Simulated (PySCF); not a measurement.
Electron correlation in Ti²⁺ (titanium, charge +2)

[Ar] 3d1 4s1, high-spin 3D determinant (an excited configuration). Computed with PySCF 2.14 in x2c-TZVPPall with one added diffuse shell each of s, p, d, f type (7s6p5d3f1g, 80 functions), with the spin-free X2C one-electron Hamiltonian (Gaussian nucleus). Frozen: [Ar]; 2 electrons correlated.

Total MP2 correlation energy: -3.06 mhartree.

Same-spin part -3.06 and opposite-spin part 0.00 mhartree; SCS-MP2 scales them by 1/3 and 6/5 to -1.02 mhartree.
